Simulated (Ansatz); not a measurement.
Geometry optimisation, Ansatz, DFT PBE, scalar-relativistic, plane waves, PAW.

The input (input.yaml):

```yaml
crystal:
  lattice:
    - [7.398, 0.0, 0.0]
    - [-3.699, 6.406856, 0.0]
    - [0.0, 0.0, 11.0]
  atoms:
    - { symbol: C, position: [0.0, 0.0, 0.0909091] }
    - { symbol: C, position: [0.2222222, 0.1111111, 0.0909091] }
    - { symbol: C, position: [0.0, 0.3333333, 0.0909091] }
    - { symbol: C, position: [0.2222222, 0.4444444, 0.0909091] }
    - { symbol: C, position: [0.0, 0.6666667, 0.0909091] }
    - { symbol: C, position: [0.2222222, 0.7777778, 0.0909091] }
    - { symbol: C, position: [0.3333333, 0.0, 0.0909091] }
    - { symbol: C, position: [0.5555556, 0.1111111, 0.0909091] }
    - { symbol: C, position: [0.3333333, 0.3333333, 0.0909091] }
    - { symbol: C, position: [0.5555556, 0.4444444, 0.0909091] }
    - { symbol: C, position: [0.3333333, 0.6666667, 0.0909091] }
    - { symbol: C, position: [0.5555556, 0.7777778, 0.0909091] }
    - { symbol: C, position: [0.6666667, 0.0, 0.0909091] }
    - { symbol: C, position: [0.8888889, 0.1111111, 0.0909091] }
    - { symbol: C, position: [0.6666667, 0.3333333, 0.0909091] }
    - { symbol: C, position: [0.8888889, 0.4444444, 0.0909091] }
    - { symbol: C, position: [0.6666667, 0.6666667, 0.0909091] }
    - { symbol: C, position: [0.8888889, 0.7777778, 0.0909091] }
    - { symbol: Si, position: [0.69343, 0.7417732, 0.2590909], spin: 1.0 }
magnetization:
  spin_polarized: true
basis:
  ecutwfc: 420.0
kpoints:
  mp_grid: { grid: [2, 2, 1] }
hamiltonian:
  xc: pbe
scf:
  occupations: { method: fermi_dirac, width: 0.02 }
  lower_state_search: "off"
relax:
  f_tol: 0.03
  max_steps: 60
  adjacent_minimum: "off"
```

Launched with:

```bash
$ ansatz run input.yaml --threads 2 --pin off --max-ram 5120MiB --backend cpu --events-out ev --progress --plain --runs-dir out
```

Where does it end, and by what steps?

The run converged. The force dipped under the threshold on the way, but the program's further checks kept it going. Limits of this set-up: coarse k mesh, slab without dipole correction, a typed lattice constant that wasn't relaxed here. After 10 steps the energy has fallen by 0.293 eV; Si19 moved furthest, 0.56 Å.

```csv
step,energy less start (eV),largest force component (eV/Å),accepted
0,0.0000,1.918,yes
1,-0.1865,1.103,yes
2,-0.2540,0.186,yes
3,-0.2604,0.084,yes
4,-0.2746,0.251,yes
5,-0.2856,0.234,yes
6,-0.2872,0.116,yes
7,-0.2931,0.030,yes
8,-0.2931,0.030,yes
9,-0.2910,0.062,no
10,-0.2933,0.010,yes
```

```xyz
19
Lattice="7.3980 0.0000 0.0000 -3.6990 6.4069 0.0000 0.0000 0.0000 11.0000" Properties=species:S:1:pos:R:3
C 0.032 0.012 0.952
C 1.265 0.716 0.946
C -1.208 2.144 0.945
C 0.025 2.849 0.952
C -2.433 4.278 1.000
C -1.210 4.989 1.000
C 2.495 0.006 0.982
C 3.726 0.723 0.989
C 1.259 2.135 0.947
C 2.491 2.836 1.004
C 0.016 4.266 1.015
C 1.252 4.996 1.056
C 4.964 0.025 1.004
C 6.195 0.725 0.947
C 3.729 2.138 0.989
C 4.959 2.854 0.982
C 2.504 4.271 1.056
C 3.739 5.001 1.016
Si 1.879 4.637 3.069
```

Whether the end is a true minimum wasn't checked by a vibrational analysis.

Time of the run: 33 s on 2 threads of AMD EPYC 9R45 96-Core Processor (Zen 5) (shared host), peak memory 0.94 GiB.
